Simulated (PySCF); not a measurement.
Isomers of C6H16NPSi, mass 161.079 u with the commonest isotopes. Level of theory: PBE0/pcSseg-1 in PySCF (dipole) on a GFN2-xTB geometry, gas phase. One conformer each, none proved a minimum here; rigid rotors.

Question: Order these by rotational constant C, largest first.
A. `[CH3:1][P:2]([CH2:3][SiH3:4])[N:5]1[CH2:6][CH2:7][CH2:8][CH2:9]1` with C1–P2–C3–Si4 171°, C1–P2–N5–C6 174°, P2–N5–C6–C7 87°, N5–C6–C7–C8 21°, C6–C7–C8–C9 4°, C7–C8–C9–N5 -27°
B. `[CH3:1][C@@H:2]1[CH2:3][CH2:4][N:5]([Si@@H:6]([CH3:7])[PH2:8])[CH2:9]1` with C4–N5–Si6–C7 -148°, N5–Si6–P8–H -81° and -173°, C1–C2–C3–C4 -161°, C2–C3–C4–N5 36°, C3–C4–N5–Si6 175°, C4–N5–C9–C2 -5°
C. `[CH3:1][P:2]1(=[N:3][SiH3:4])[CH2:5][CH2:6][CH2:7][CH2:8][CH2:9]1` with C1–P2–C5–C6 66°, P2–C5–C6–C7 56°, C5–C6–C7–C8 -67°, C6–C7–C8–C9 66°
D. `[H]/P=C(\N(C)C)[Si](C)(C)C`

Answer: D (686.5 MHz), C (663.4 MHz), A (622.2 MHz), B (519.6 MHz).

Question: Order these by rotational constant A, smallest first.
A. `[H]/P=C(\N(C)C)[Si](C)(C)C`
B. `[CH3:1][C@@H:2]1[CH2:3][CH2:4][N:5]([Si@@H:6]([CH3:7])[PH2:8])[CH2:9]1` with C4–N5–Si6–C7 -148°, N5–Si6–P8–H -81° and -173°, C1–C2–C3–C4 -161°, C2–C3–C4–N5 36°, C3–C4–N5–Si6 175°, C4–N5–C9–C2 -5°
C. `[CH3:1][P:2]([CH2:3][SiH3:4])[N:5]1[CH2:6][CH2:7][CH2:8][CH2:9]1` with C1–P2–C3–Si4 171°, C1–P2–N5–C6 174°, P2–N5–C6–C7 87°, N5–C6–C7–C8 21°, C6–C7–C8–C9 4°, C7–C8–C9–N5 -27°
D. `[CH3:1][P:2]1(=[N:3][SiH3:4])[CH2:5][CH2:6][CH2:7][CH2:8][CH2:9]1` with C1–P2–C5–C6 66°, P2–C5–C6–C7 56°, C5–C6–C7–C8 -67°, C6–C7–C8–C9 66°

Answer: A (1352 MHz), C (1651 MHz), B (2144 MHz), D (2265 MHz).

Question: Order these by dipole moment, smallest first.
A. `[CH3:1][C@@H:2]1[CH2:3][CH2:4][N:5]([Si@@H:6]([CH3:7])[PH2:8])[CH2:9]1` with C4–N5–Si6–C7 -148°, N5–Si6–P8–H -81° and -173°, C1–C2–C3–C4 -161°, C2–C3–C4–N5 36°, C3–C4–N5–Si6 175°, C4–N5–C9–C2 -5°
B. `[CH3:1][P:2]([CH2:3][SiH3:4])[N:5]1[CH2:6][CH2:7][CH2:8][CH2:9]1` with C1–P2–C3–Si4 171°, C1–P2–N5–C6 174°, P2–N5–C6–C7 87°, N5–C6–C7–C8 21°, C6–C7–C8–C9 4°, C7–C8–C9–N5 -27°
C. `[H]/P=C(\N(C)C)[Si](C)(C)C`
D. `[CH3:1][P:2]1(=[N:3][SiH3:4])[CH2:5][CH2:6][CH2:7][CH2:8][CH2:9]1` with C1–P2–C5–C6 66°, P2–C5–C6–C7 56°, C5–C6–C7–C8 -67°, C6–C7–C8–C9 66°

Answer: B (1.07 D), A (1.83 D), C (3.68 D), D (4.77 D).

| SMILES | point group | Ia (u·Å²) | Ib (u·Å²) | Ic (u·Å²) | κ | μa (D) | μb (D) | μc (D) |
| --- | --- | --- | --- | --- | --- | --- | --- | --- |
| [H]/P=C(\N(C)C)[Si](C)(C)C | C1 | 373.81 | 540.83 | 736.12 | -0.25 | 1.08 | 3.52 | 0.03 |
| CP1(=N[SiH3])CCCCC1 | C1 | 223.09 | 724.95 | 761.75 | -0.96 | 4.40 | 0.56 | 1.76 |
| C[C@@H]1CCN([Si@@H](C)P)C1 | C1 | 235.68 | 799.23 | 972.62 | -0.86 | 1.45 | 0.98 | 0.53 |
| CP(C[SiH3])N1CCCC1 | C1 | 306.03 | 597.14 | 812.22 | -0.56 | 0.84 | 0.40 | 0.53 |
